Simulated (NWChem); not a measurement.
System: CH$_{5}$NOSi$_{2}$; SMILES O[Si@@H]1C=N[SiH2]1

NWChem input:

```
start job
memory heap 200 mb stack 900 mb global 1100 mb
geometry units angstroms noautoz
  O     -0.268466     2.295151    -0.514034
  Si     0.030074     0.900378     0.348405
  C      1.460613    -0.319634    -0.061096
  N      0.973301    -1.510839    -0.062549
  Si    -0.817893    -1.263671     0.003631
  H     -0.444180     2.195413    -1.454566
  H      0.125399     1.364364     1.764303
  H      2.551212    -0.171947    -0.191652
  H     -1.511637    -2.083801     1.043852
  H     -1.421119    -1.589568    -1.325242
end
basis spherical
  * library 6-31+g*
end
dft
  xc bhlyp
  iterations 150
  vectors input atomic output neutral.movecs
end
task dft energy
charge 1
dft
  odft
  mult 2
  vectors input atomic output cation.movecs
end
task dft energy
charge -1
dft
  odft
  mult 2
  vectors input atomic output anion.movecs
end
task dft energy
```

NWChem printed, in part:

```
             Northwest Computational Chemistry Package (NWChem) 7.3.0
             --------------------------------------------------------

 C1  symmetry detected

                             Geometry "geometry" -> ""
                             -------------------------

 Output coordinates in angstroms (scale by  1.889725989 to convert to a.u.)

  No.       Tag          Charge          X              Y              Z
 ---- ---------------- ---------- -------------- -------------- --------------
    1 O                    8.0000    -0.26673370     2.31435526    -0.38675172
    2 Si                  14.0000     0.02185849     0.87166198     0.39661890
    3 C                    6.0000     1.42140431    -0.35057332    -0.10335563
    4 N                    7.0000     0.91198235    -1.53129473    -0.15655948
    5 Si                  14.0000    -0.87272070    -1.25625437    -0.04238600
    6 H                    1.0000    -0.46193131     2.26666235    -1.32752098
    7 H                    1.0000     0.15243706     1.25981871     1.83238372
    8 H                    1.0000     2.51192479    -0.21562294    -0.24763304
    9 H                    1.0000    -1.56198627    -2.11684200     0.96769101
   10 H                    1.0000    -1.50680603    -1.50206174    -1.37411737

 Effective nuclear repulsion energy (a.u.)     273.3233292424

                                 NWChem DFT Module
                                 -----------------

 Summary of "ao basis" -> "ao basis" (spherical)
 ------------------------------------------------------------------------------
       Tag                 Description            Shells   Functions and Types
 ---------------- ------------------------------  ------  ---------------------
 O                          6-31+g*                  8       18   4s3p1d
 Si                         6-31+g*                 10       22   5s4p1d
 C                          6-31+g*                  8       18   4s3p1d
 N                          6-31+g*                  8       18   4s3p1d
 H                          6-31+g*                  2        2   2s

            General Information
            -------------------
          SCF calculation type: DFT
          Wavefunction type:  closed shell.
          No. of atoms     :    10
          No. of electrons :    54
           Alpha electrons :    27
            Beta electrons :    27
          Charge           :     0
          Spin multiplicity:     1
          Use of symmetry is: off; symmetry adaption is: off
          Maximum number of iterations: 150
          AO basis - number of functions:   108
                     number of shells:    54
          Convergence on energy requested:  1.00D-06
          Convergence on density requested:  1.00D-05
          Convergence on gradient requested:  5.00D-04

              XC Information
              --------------
                        BHLYP Method XC Functional
                     Hartree-Fock (Exact) Exchange  0.500
                        Slater Exchange Functional  0.500 local
                    Becke 1988 Exchange Functional  0.500 non-local
              Lee-Yang-Parr Correlation Functional  1.000

             Grid Information
             ----------------
          Grid used for XC integration:  medium
          Radial quadrature: Mura-Knowles
          Angular quadrature: Lebedev.
          Tag              B.-S. Rad. Rad. Pts. Rad. Cut. Ang. Pts.
          ---              ---------- --------- --------- ---------
          O                   0.60       49          13.0       434
          Si                  1.10       88          13.0       590
          C                   0.70       49          12.0       434
          N                   0.65       49          12.0       434
          H                   0.35       45          13.0       434
          Grid pruning is: on
          Number of quadrature shells:   548
          Spatial weights used:  Erf1

      Superposition of Atomic Density Guess
      -------------------------------------

 Sum of atomic energies:        -746.84259449

      Non-variational initial energy
      ------------------------------

 Total energy =    -748.909502
 1-e energy   =   -1574.521355
 2-e energy   =     552.288523
 HOMO         =      -0.268223
 LUMO         =      -0.064310

   convergence    iter        energy       DeltaE   RMS-Dens  Diis-err
 ---------------- ----- ----------------- --------- --------- ---------
 d= 0,ls=0.0,diis     1   -749.8494882388 -1.02D+03  1.54D-02  7.07D-01
 d= 0,ls=0.0,diis     2   -749.8423040464  7.18D-03  8.00D-03  9.55D-01
 d= 0,ls=0.0,diis     3   -749.9414623132 -9.92D-02  1.36D-03  1.88D-02
 d= 0,ls=0.0,diis     4   -749.9433376200 -1.88D-03  6.88D-04  4.99D-03
 d= 0,ls=0.0,diis     5   -749.9438761139 -5.38D-04  1.56D-04  2.45D-04
  Resetting Diis
 d= 0,ls=0.0,diis     6   -749.9439092627 -3.31D-05  8.17D-05  1.64D-05
 d= 0,ls=0.0,diis     7   -749.9439124086 -3.15D-06  3.45D-05  2.06D-06
 d= 0,ls=0.0,diis     8   -749.9439126119 -2.03D-07  1.03D-05  1.82D-06
 d= 0,ls=0.0,diis     9   -749.9439128598 -2.48D-07  8.50D-06  2.07D-07

         Total DFT energy =     -749.943912859815
      One electron energy =    -1578.369603661734
           Coulomb energy =      619.688315533843
    Exchange-Corr. energy =      -64.585953974340
 Nuclear repulsion energy =      273.323329242416

 Numeric. integr. density =       53.999996876895

                       DFT Final Molecular Orbital Analysis
                       ------------------------------------

 Vector   25  Occ=2.000000D+00  E=-3.771022D-01
              MO Center=  2.3D-01, -1.1D+00, -1.4D-01, r^2= 3.4D+00
   Bfn.  Coefficient  Atom+Function         Bfn.  Coefficient  Atom+Function
  ----- ------------  ---------------      ----- ------------  ---------------
    63      0.342256   4 N  pz               45      0.306532   3 C  pz
    67      0.241834   4 N  pz              108      0.224336  10 H  s
    49      0.192816   3 C  pz               85     -0.189958   5 Si pz
   106     -0.188169   9 H  s               107      0.165776  10 H  s
    10      0.149093   1 O  s               105     -0.138815   9 H  s

 Vector   26  Occ=2.000000D+00  E=-3.263723D-01
              MO Center= -3.3D-01, -1.2D-01,  1.3D-01, r^2= 3.5D+00
   Bfn.  Coefficient  Atom+Function         Bfn.  Coefficient  Atom+Function
  ----- ------------  ---------------      ----- ------------  ---------------
    84      0.370410   5 Si py               86      0.292501   5 Si s
    25     -0.288984   2 Si px               28      0.230707   2 Si s
     3      0.177990   1 O  px               26     -0.177601   2 Si py
    43      0.177092   3 C  px              106     -0.155897   9 H  s
    46     -0.154086   3 C  s                80     -0.142108   5 Si py

 Vector   27  Occ=2.000000D+00  E=-2.975467D-01
              MO Center=  8.3D-01, -8.1D-01, -4.6D-02, r^2= 3.1D+00
   Bfn.  Coefficient  Atom+Function         Bfn.  Coefficient  Atom+Function
  ----- ------------  ---------------      ----- ------------  ---------------
    28      0.380075   2 Si s                62     -0.336532   4 N  py
    61      0.326888   4 N  px               66     -0.227035   4 N  py
    65      0.218359   4 N  px              104     -0.204312   8 H  s
    83     -0.200445   5 Si px               32     -0.198417   2 Si s
    26     -0.193188   2 Si py               64      0.176988   4 N  s

 Vector   28  Occ=0.000000D+00  E=-1.568824D-02
              MO Center=  4.0D-01,  3.5D-01, -5.4D-01, r^2= 6.5D+00
   Bfn.  Coefficient  Atom+Function         Bfn.  Coefficient  Atom+Function
  ----- ------------  ---------------      ----- ------------  ---------------
    32      2.304195   2 Si s                50     -0.966313   3 C  s
    10     -0.933959   1 O  s                90     -0.692938   5 Si s
    31     -0.448274   2 Si pz               35     -0.422549   2 Si pz
    30      0.366586   2 Si py               86     -0.364978   5 Si s
    53     -0.348454   3 C  pz               71      0.345956   4 N  pz

 Vector   29  Occ=0.000000D+00  E= 9.592403D-03
              MO Center= -8.7D-01, -5.3D-01, -3.9D-02, r^2= 9.2D+00
   Bfn.  Coefficient  Atom+Function         Bfn.  Coefficient  Atom+Function
  ----- ------------  ---------------      ----- ------------  ---------------
    50      0.811802   3 C  s                68      0.806587   4 N  s
    91     -0.669741   5 Si px               34      0.537792   2 Si py
    87     -0.507131   5 Si px               69     -0.450048   4 N  px
    10     -0.439260   1 O  s                92      0.425832   5 Si py
    53      0.410746   3 C  pz               30      0.391478   2 Si py

 Vector   30  Occ=0.000000D+00  E= 1.892903D-02
              MO Center=  4.9D-01,  3.3D-01, -2.5D-01, r^2= 1.2D+01
   Bfn.  Coefficient  Atom+Function         Bfn.  Coefficient  Atom+Function
  ----- ------------  ---------------      ----- ------------  ---------------
    32      3.948122   2 Si s                50     -3.648528   3 C  s
    35     -1.190481   2 Si pz               51      1.110102   3 C  px
    10     -0.815285   1 O  s                33      0.788154   2 Si px
    52     -0.790566   3 C  py               28      0.699697   2 Si s
    34     -0.605426   2 Si py               90     -0.478547   5 Si s

     Multipole analysis of the density
     ---------------------------------

     L   x y z        total         alpha         beta         nuclear
     -   - - -        -----         -----         ----         -------
     0   0 0 0     -0.000000    -27.000000    -27.000000     54.000000

     1   1 0 0     -0.415450     -0.207725     -0.207725      0.000000
     1   0 1 0      0.446317      0.223158      0.223158      0.000000
     1   0 0 1     -0.388095     -0.194047     -0.194047      0.000000

     2   2 0 0    -32.638908    -88.526048    -88.526048    144.413188
     2   1 1 0      2.445546     -2.500012     -2.500012      7.445571
     2   1 0 1      0.652816     -0.411247     -0.411247      1.475309
     2   0 2 0    -40.499914   -209.947672   -209.947672    379.395430
     2   0 1 1     -2.749716     -0.819244     -0.819244     -1.111229
     2   0 0 2    -31.736290    -36.697481    -36.697481     41.658672

                                 NWChem DFT Module
                                 -----------------

            General Information
            -------------------
          SCF calculation type: DFT
          Wavefunction type:  spin polarized.
          No. of atoms     :    10
          No. of electrons :    53
           Alpha electrons :    27
            Beta electrons :    26
          Charge           :     1
          Spin multiplicity:     2
          Use of symmetry is: off; symmetry adaption is: off
          Maximum number of iterations: 150
          AO basis - number of functions:   108
                     number of shells:    54
          Convergence on energy requested:  1.00D-06
          Convergence on density requested:  1.00D-05
          Convergence on gradient requested:  5.00D-04

              XC Information
              --------------
                        BHLYP Method XC Functional
                     Hartree-Fock (Exact) Exchange  0.500
                        Slater Exchange Functional  0.500 local
                    Becke 1988 Exchange Functional  0.500 non-local
              Lee-Yang-Parr Correlation Functional  1.000

             Grid Information
             ----------------
          Grid used for XC integration:  medium
          Radial quadrature: Mura-Knowles
          Angular quadrature: Lebedev.
          Tag              B.-S. Rad. Rad. Pts. Rad. Cut. Ang. Pts.
          ---              ---------- --------- --------- ---------
          O                   0.60       49          13.0       434
          Si                  1.10       88          13.0       590
          C                   0.70       49          12.0       434
          N                   0.65       49          12.0       434
          H                   0.35       45          13.0       434
          Grid pruning is: on
          Number of quadrature shells:   548
          Spatial weights used:  Erf1

      Superposition of Atomic Density Guess
      -------------------------------------

 Sum of atomic energies:        -746.84259449

 Renormalizing density from      54.00 to     53

      Non-variational initial energy
      ------------------------------

 Total energy =    -740.017431
 1-e energy   =   -1545.363552
 2-e energy   =     532.022792
 HOMO         =      -0.543411
 LUMO         =      -0.332299

   convergence    iter        energy       DeltaE   RMS-Dens  Diis-err
 ---------------- ----- ----------------- --------- --------- ---------
 d= 0,ls=0.0,diis     1   -749.4473059680 -1.02D+03  8.50D-03  3.39D-01
                                                     9.05D-03  3.46D-01
 d= 0,ls=0.0,diis     2   -749.3555470510  9.18D-02  5.26D-03  6.32D-01
                                                     5.01D-03  5.79D-01
 d= 0,ls=0.0,diis     3   -749.6048095334 -2.49D-01  9.20D-04  8.72D-03
                                                     1.73D-03  1.44D-02
 d= 0,ls=0.0,diis     4   -749.6120967980 -7.29D-03  6.71D-04  8.50D-03
                                                     5.62D-04  5.36D-03
 d= 0,ls=0.0,diis     5   -749.6162669454 -4.17D-03  3.86D-04  6.13D-04
                                                     9.41D-04  7.53D-04
  Resetting Diis
 d= 0,ls=0.0,diis     6   -749.6188281843 -2.56D-03  5.14D-04  5.98D-04
                                                     1.20D-03  4.00D-04
 d= 0,ls=0.0,diis     7   -749.6212053725 -2.38D-03  1.71D-04  8.53D-05
                                                     4.28D-04  1.39D-04
 d= 0,ls=0.0,diis     8   -749.6217038261 -4.98D-04  1.14D-04  4.39D-05
                                                     3.47D-04  7.60D-05
 d= 0,ls=0.0,diis     9   -749.6219814260 -2.78D-04  2.32D-04  3.55D-05
                                                     6.39D-04  4.71D-05
 d= 0,ls=0.0,diis    10   -749.6222493385 -2.68D-04  4.27D-05  7.94D-06
                                                     9.23D-05  1.19D-05
 d= 0,ls=0.0,diis    11   -749.6222628413 -1.35D-05  2.57D-05  1.24D-06
                                                     3.80D-05  1.81D-06
 d= 0,ls=0.0,diis    12   -749.6222678862 -5.04D-06  2.31D-05  3.27D-07
                                                     3.70D-05  1.04D-06
 d= 0,ls=0.0,diis    13   -749.6222711716 -3.29D-06  1.05D-05  1.04D-06
                                                     1.52D-05  3.63D-07
 d= 0,ls=0.0,diis    14   -749.6222719876 -8.16D-07  8.39D-06  7.62D-08
                                                     1.09D-05  8.71D-08
 d= 0,ls=0.0,diis    15   -749.6222724110 -4.23D-07  5.66D-06  1.79D-08
                                                     1.06D-05  3.12D-08
 d= 0,ls=0.0,diis    16   -749.6222725707 -1.60D-07  3.08D-06  4.66D-09
                                                     4.86D-06  5.19D-09

         Total DFT energy =     -749.622272570732
      One electron energy =    -1566.456996560161
           Coulomb energy =      607.781805753055
    Exchange-Corr. energy =      -64.270411006043
 Nuclear repulsion energy =      273.323329242416

 Numeric. integr. density =       52.999995769258

                    DFT Final Alpha Molecular Orbital Analysis
                    ------------------------------------------

[...]
```

Level: BHandHLYP/6-31+G* (spherical d), vertical spin-unrestricted ions. Geometry: optimised at PBE0/def2-SVP.
